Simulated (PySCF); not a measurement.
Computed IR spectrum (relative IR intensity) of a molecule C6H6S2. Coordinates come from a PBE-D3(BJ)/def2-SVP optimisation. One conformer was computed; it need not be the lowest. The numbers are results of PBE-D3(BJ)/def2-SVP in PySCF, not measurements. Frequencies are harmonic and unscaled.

Lines under 2 % of the strongest are left out, and lines within 2 cm⁻¹ are merged.

ν (cm⁻¹): 90 (w), 115 (m), 322 (vw), 481 (m), 531 (w), 784 (m), 801 (w), 891 (m), 989 (m), 1093 (w), 1103 (vs), 1339 (m), 1459 (vs), 2623 (vw), 3107 (w), 3112 (vw), 3122 (w), 3127 (vw) (against the strongest line: vs over 80 %, s over 45 %, m over 15 %, w over 4 %, vw less)

Question: Pick the molecule that these values belong to.
A) Sc1cccc(S)c1
B) C=Cc1cscc1S
C) C=Cc1ccc(S)s1
D) Sc1ccc(S)cc1

Answer: D, Sc1ccc(S)cc1
